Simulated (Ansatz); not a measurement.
One change: `C[SiH](O)O` becomes `O[SiH](O)C[SiH](Cl)Cl`.

Ansatz, PBE0-D4/def2-TZVP geometries, multiplicity 1. Each molecule was computed in one conformer, which needn't be the lowest.

| property | `C[SiH](O)O` |
| --- | --- |
| LUMO energy (PBE0/def2-TZVPP) / eV | 0.75 |
| HOMO energy (PBE0/def2-TZVPP) / eV | -8.52 |
| HOMO energy (ωB97M-V/def2-TZVPP) / eV | -10.82 |
| HOMO energy (B3LYP/def2-TZVPP) / eV | -8.32 |
| LUMO energy (PBE/def2-TZVPP) / eV | -0.11 |
| HOMO–LUMO gap (B3LYP/def2-TZVPP) / eV | 8.69 |

Question: What does the change do to each property? (Estimate.)

Answer: The calculation gave: 
| property | `O[SiH](O)C[SiH](Cl)Cl` | shift |
| --- | --- | --- |
| LUMO energy (PBE0/def2-TZVPP) / eV | 0.22 | -0.53 |
| HOMO energy (PBE0/def2-TZVPP) / eV | -8.60 | -0.08 |
| HOMO energy (ωB97M-V/def2-TZVPP) / eV | -10.79 | 0.03 |
| HOMO energy (B3LYP/def2-TZVPP) / eV | -8.38 | -0.06 |
| LUMO energy (PBE/def2-TZVPP) / eV | -0.68 | -0.57 |
| HOMO–LUMO gap (B3LYP/def2-TZVPP) / eV | 8.36 | -0.33 |

With PBE0 the HOMO falls by 0.08 eV and the LUMO falls by 0.53 eV, so the gap narrows by about 0.45 eV. PBE moves the HOMO by -0.18 eV and ωB97M-V by 0.03 eV.

B3LYP here is the variant with VWN-RPA as its local correlation; programs differ in this.
